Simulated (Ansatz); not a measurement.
`N[CH2][Al]([OH])[GaH2]`, 12 atoms. Charge 0, multiplicity 1. Correlated methods include outer-core shells of Ga, which these sets cover unevenly. Scalar relativity is left out up to krypton. All runs use 4 threads of an AMD EPYC 7B13 on a shared host. Correlated methods freeze the cores.

Problem. Give the basis size and wall time and peak host memory of each of these runs in Ansatz. RKS ωB97M-V/def2-QZVPP energy; RKS PBE0-D4/def2-QZVPP energy; RKS PBE-D4/def2-TZVPP energy and forces; RHF-MP2/def2-QZVPP energy; RHF-CCSD(T)/def2-TZVPP energy; RKS PBE-QIDH (frozen core)/def2-TZVPP energy; direct RPA on PBE orbitals/def2-TZVPP energy; RKS PBE0-D4/def2-SVP energy; RHF-CCSD(T)/def2-SVP energy; RKS B97M-V/def2-TZVPP energy; RKS ωB97M-V/def2-SVP energy; RKS r2SCAN0-D4/def2-TZVPP energy. (Estimate.)

Solution. Ansatz gave: Other jobs shared the machine, so times are rough.

```tsv
level	job	functions	wall time	peak host memory (GiB)
RKS PBE0-D4/def2-SVP	energy	127	1.5 s	0.6
RKS PBE-D4/def2-TZVPP	energy and forces	281	2.8 s	0.42
RKS r2SCAN0-D4/def2-TZVPP	energy	281	5.5 s	0.91
RKS ωB97M-V/def2-SVP	energy	127	5.5 s	0.6
direct RPA on PBE orbitals/def2-TZVPP	energy	281	7.5 s	0.8
RKS B97M-V/def2-TZVPP	energy	281	8.5 s	0.52
RKS PBE-QIDH (frozen core)/def2-TZVPP	energy	281	9.5 s	0.83
RKS PBE0-D4/def2-QZVPP	energy	540	11 s	2.5
RHF-CCSD(T)/def2-SVP	energy	127	14 s	0.77
RKS ωB97M-V/def2-QZVPP	energy	540	23 s	2.7
RHF-MP2/def2-QZVPP	energy	540	28 s	3.9
RHF-CCSD(T)/def2-TZVPP	energy	281	4.2 min	8
```
